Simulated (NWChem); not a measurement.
Molecule: BBrF₂; SMILES FB(F)Br

Program: NWChem. Coordinates come from a PBE0/def2-SVP optimisation.

Taking PBE/def2-QZVP as the yardstick, which of these has the fewest basis functions while keeping “highest occupied level (eV)” within 0.1 eV of it: PBE/def2-SVP; PBE/def2-SVPD; PBE/def2-TZVP; PBE/def2-TZVPP?

PBE/def2-SVPD.
```csv
level,basis functions,highest occupied level (eV),relative time (rough)
PBE/def2-SVP,74,-7.49,1
PBE/def2-SVPD,107,-7.76,1
PBE/def2-TZVP,141,-7.70,5
PBE/def2-TZVPP,141,-7.70,4
PBE/def2-QZVP,246,-7.73,10
```

The yardstick is one finite set, not the basis-set limit.
